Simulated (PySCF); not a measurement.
## NaBi: from constants to spectrum

ROHF-CCSD(T) constants of NaBi, ³Σ⁻ (triplet), unpaired electrons π ↑↑ (PySCF, scalar-relativistic core potentials, basis sets Na def2-SVP, Bi def2-SVP with ECP60; masses 22.9898 and 208.9804 u):

* ωe: 174.4 cm⁻¹
* ωexe: 0.712 cm⁻¹
* Be: 0.086733 cm⁻¹
* αe: 0.000508 cm⁻¹
* D (centrifugal): 8.58e-08 cm⁻¹
* De to Na + Bi: 0.79 eV

Give the vibrational terms G(v) and spacings up to v = 6.

G(v) = ωe(v+½) − ωexe(v+½)².

| v | G(v) (cm⁻¹) | G(v) − G(v−1) | Bv (cm⁻¹) |
| --- | --- | --- | --- |
| 0 | 87.0 |  | 0.08648 |
| 1 | 260.0 | 173.0 | 0.08597 |
| 2 | 431.6 | 171.6 | 0.08546 |
| 3 | 601.7 | 170.1 | 0.08496 |
| 4 | 770.4 | 168.7 | 0.08445 |
| 5 | 937.7 | 167.3 | 0.08394 |
| 6 | 1103.5 | 165.9 | 0.08343 |

How well does the Morse estimate ωe²/(4ωexe) reproduce De, and what is D0?

It gives 1.32 eV, 168 % of the computed De. D0 = De − G(0) = 0.79 − 0.01 = 0.78 eV.

Correlated steps freeze 5 core orbitals. Correlated levels converge slowly with the basis: in double zeta they bind strong bonds too weakly, by up to about 1 eV, and carry superposition errors of some tenths. These are scalar-relativistic numbers at best; spin–orbit coupling would shift them, the dissociation energy most. The state was picked by a PBE0 search and need not be the measured ground state.
